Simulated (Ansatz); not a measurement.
Basis sets compared for the cluster Pt2H3⁻ (the lowest singlet isomer of a short search). Total charge -1; singlet. Geometry r2SCAN-D4/def2-TZVPD. Ansatz on 4 threads of Arm Neoverse V1 on a shared host; times are rough, and most runs start from earlier orbitals.

```xyz
5

Pt    0.6878   -1.3985    1.0368
Pt   -0.0482    0.5361   -0.3754
H     0.0211    1.0616   -1.8297
H    -0.4836   -2.2745    1.4738
H    -0.1772    2.0754   -0.3055
```

In the def2 sets Pt takes a core potential; there is no spin–orbit coupling. At PBE-D4/def2-SVPD the highest occupied level of the charge -1 singlet lies above zero (up to 0.00 eV). By energy differences its removal costs 3.12 eV (vertical, to the charge 0 doublet, at PBE0-D4/def2-TZVPD), and other spins of that charge weren't run. The structure comes from a short search, and lower isomers may exist.

| level | functions | energy (Eh) | HOMO (eV) | LUMO (eV) | wall time |
| --- | --- | --- | --- | --- | --- |
| PBE-D4/def2-SVPD | 94 | -240.6515 | 0.00 | 2.16 | 0.76 s |
| PBE0-D4/def2-SVPD | 94 | -240.5235 | -1.19 | 2.90 | 0.9 s |

Task: Estimate the rows for PBE-D4/def2-TZVPD (with forces), PBE0-D4/def2-TZVPD.

Result: 
```
                          level  functions  energy (Eh)  HOMO (eV)  LUMO (eV)  wall time
PBE-D4/def2-TZVPD (with forces)        113    -240.6724      -0.09       1.94      1.1 s
             PBE0-D4/def2-TZVPD        113    -240.5435      -1.26       2.59      1.6 s
```
